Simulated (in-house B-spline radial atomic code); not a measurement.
## RPA and G0W0 on HSE06: the platinum ion Pt⁵⁺

Configuration [Xe] 4f14 5d5, highest spin, mean-field start HSE06. Computed with an all-electron radial atomic-structure program (B-spline basis): all electrons, scalar-relativistic (spin-free one-electron X2C), finite nucleus, each spin shell either full or empty, empty states to l = 9 with an (l + 1/2)⁻⁴ tail; G0W0 by contour deformation at full frequency.

Without the two-electron picture change, the correlation of inner shells comes somewhat too large for so heavy an element.

Command:
```bash
python run_gw.py task.json out
```
Settings (radii: box in bohr, nucleus in fm):
```
Z                        78
electrons                73
configuration            [Xe] 4f14 5d5
hamiltonian              x2c
method                   hse06
lmax                     9
rms_radius               5.427
spin_polarised           True
box_radius               10.43
intervals                66
```

Run time, properties included: 9.6 s on 1 thread of Arm Neoverse V1, on a shared host.

Energies (hartree):

```
                                     term         value
                         mean-field total  -18409.61004
Hartree-Fock functional on these orbitals  -18404.70034
                      direct second order       -7.3847
                    second-order exchange        1.8513
                         SOSEX correction        1.7497
```

Question: What is the RPA correlation energy, and what remains with SOSEX?

Answer: RPA gives -6.5157 hartree (-2.43 eV per electron); RPA + SOSEX gives -4.766, and the second-order doubles -5.5334 hartree (no singles). SOSEX takes back 27 % of the RPA value.

Quasi-particle levels (eV):

```
  level  occupied  mean field  Σx - vxc     Σc  QP weight     G0W0
  5d up       yes      -71.11     -6.24      ?          ?        ?
5p down       yes     -122.19     -7.36  -0.16      0.948  -129.71
4f down       yes     -143.13    -17.17   6.73      0.918  -153.57
5d down        no      -63.06      8.03  -3.28      0.962   -58.32
```

G0W0 = mean field + (Σx - vxc) + Σc, with Σc (partial-wave tail included) taken at the quasi-particle energy. Only the outer levels were computed. Levels of low weight are left out.

Question: Where does G0W0 put 5d up?

Answer: At -77.70 eV, with Σc = -0.35 eV and a quasi-particle weight of 0.961. The tabulated removal energy is 75 ± 2 eV (NIST, tabulated theory); the calculation leaves out spin-orbit coupling, Breit and QED terms, and what these don't explain is the method's own error.
